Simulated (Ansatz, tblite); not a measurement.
Isomers of Au3I2 (doublet), found by a short tight-binding search and relaxed with PBE-D4/def2-SVP in Ansatz.

In the def2 sets Au, I take a core potential; there is no spin–orbit coupling. The xTB rows come from tblite. HSE06 is defined as in plane-wave codes, on full-range PBE exchange. Correlated methods freeze 8 core orbitals; core or outer-core shells of Au, I are correlated, in sets that lack core-valence functions.

B: At PBE-D4/def2-SVP, PBE-D4/def2-TZVP the gap within one spin of the charge 0 doublet nearly closes, so an electron or hole may be smeared out by delocalisation error. C: At PBE-D4/def2-SVP, PBE-D4/def2-TZVP the gap within one spin of the charge 0 doublet nearly closes, so an electron or hole may be smeared out by delocalisation error.

Other spin states weren't relaxed.

A:

```xyz
5

Au   -1.1310    0.3134   -1.3390
Au    0.0342    2.2657    0.0615
Au    0.4738   -1.0433    0.5521
I     1.6104    0.9123    1.9212
I    -0.9873   -2.4482   -1.1958
```

B:

```
atom    x (Å)    y (Å)    z (Å)
 Au1  -2.1613   0.6267  -1.1457
 Au2   0.4715   0.7454  -1.0640
 Au3  -0.9226  -0.6137   0.8234
  I4   2.9593   1.2310  -1.5424
  I5  -0.3470  -1.9893   2.9286
```

C:

```
atom   x (Å)   y (Å)   z (Å)
 Au1  -0.239   1.036   1.193
 Au2   0.210  -1.202  -0.347
 Au3  -0.465   3.116  -0.304
  I4   0.062  -1.403   2.342
  I5   0.431  -1.547  -2.885
```

Task: Estimate their order by electronic energy at ωB97M-V/def2-TZVP, counted from the lowest.

Result: A (0.00) < C (0.99) < B (1.08), in eV.

Task: Do the other levels pick the same lowest one?

Result: All that were run do. Energies above each level's lowest (eV):

```csv
level,A,B,C
GFN1-xTB,0.00,0.65,0.62
GFN2-xTB,0.00,0.17,0.20
HF/def2-TZVP,0.00,1.23,0.69
PBE-D4/def2-SVP,0.00,0.17,0.44
PBE-D4/def2-TZVP,0.00,0.21,0.46
revPBE-D4/def2-TZVP,0.00,0.22,0.43
r2SCAN-D4/def2-TZVP,0.00,0.21,0.52
PBE0-D4/def2-SVP,0.00,0.56,0.70
PBE0-D4/def2-TZVP,0.00,0.59,0.73
HSE06-D4/def2-TZVP,0.00,0.55,0.70
ωB97M-V/def2-TZVP,0.00,1.08,0.99
RPA@PBE/def2-TZVP,0.00,0.13,0.45
MP2/def2-TZVP,0.00,0.76,1.00
```
Point groups (tolerance 0.1 Å): A Cs, B C2v, C Cs. Lower isomers may exist.
